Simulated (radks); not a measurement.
Results of a calculation; reference values are marked as such.
Task: Level of theory: non-relativistic Kohn-Sham, LDA (Slater exchange, Perdew-Wang correlation), spin-polarised, spherical densities, point nucleus (a radial shooting solver on a logarithmic mesh with Libxc functionals). Response by self-consistent Sternheimer equations with the Hartree and adiabatic LDA kernel. Estimate the static dipole polarisabilities of Cl7+ ([Ne]) and P5+ ([Ne]) and the C6 coefficients of the three pairs.

Result: alpha = 0.05295 and 0.1109 bohr^3; C6 = 0.02298 (Cl7+-Cl7+), 0.03886 (Cl7+-P5+), 0.06792 (P5+-P5+) hartree bohr^6.
